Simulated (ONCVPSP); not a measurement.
Varying the ONCV potential for carbon

Base potential:

- Element: C
- Generator: ONCVPSP 4.0.1
- Type: optimised norm-conserving Vanderbilt (ONCV)
- Functional: PBEsol
- Relativity: scalar-relativistic
- Frozen core: [He]
- Valence charge: 4
- Reference configuration: 2s1.5 2p2.5
- Partial waves: 2s: rc 1.15 bohr, ncon 3, nbas 7, qcut 4.4 1/bohr, local; 2p: rc 2.15 bohr, ncon 3, nbas 6, qcut 8.2 1/bohr, 2 projectors, debl 2.1 Ha; d scattering state at 0.27 Ha: rc 2.15 bohr, ncon 5, nbas 9, qcut 4 1/bohr, 2 projectors, debl 2.2 Ha
- Local potential: the s channel
- Core correction: Teter function, fcfact 4, rcfact 1.8

Cutoffs, loose and tight: the cutoffs (Ha) at which the residual kinetic energy of the hardest occupied pseudo-wave falls to 1 and 0.1 mHa per electron. They do not see the model core or the augmentation charge, which bear on the density cutoff. Test errors are all-electron minus pseudo excitation energies from the reference, over the configurations 2s2 2p2; 2s2 2p1; 2s2 2p0; 2s1 2p2. A dash means not determined; rows that change the core or the reference have their own tests.

A true bound ghost makes a file unfit for plane-wave use even where its test errors are small: the radial tests pick states by their node count and pass the ghost by.

| change | outcome | cutoff, loose | cutoff, tight | bound ghosts | GHOST(+) flags above zero | largest test error (meV) |
| --- | --- | --- | --- | --- | --- | --- |
| base | generated | 55 Ha | 112 Ha | none | none | +337 |
| p: rc 1.98 | generated | 55 Ha | 112 Ha | none | none | +256 |
| d: nbas 8 | generated | 55 Ha | 112 Ha | none | none | +337 |
| core correction none | generated | 55 Ha | 112 Ha | none | none | +400 |
| p: qcut 6 | generated | 55 Ha | 112 Ha | none | none | +514 |

**Question.** What comes out with this change to the base: s: qcut 5.3; p: qcut 9.8; d: qcut 4.8?

**Answer.** outcome: generated; cutoff, loose: 18 Ha; cutoff, tight: 97 Ha; bound ghosts: none; GHOST(+) flags above zero: none; largest test error (meV): +291.

**Question.** What comes out with this change to the base: s: nproj 1; local potential polynomial inside 1.05 bohr (lpopt 3, dvloc0 -1 Ha)?

**Answer.** outcome: generated; cutoff, loose: 55 Ha; cutoff, tight: 112 Ha; bound ghosts: d; GHOST(+) flags above zero: none; largest test error (meV): +335.
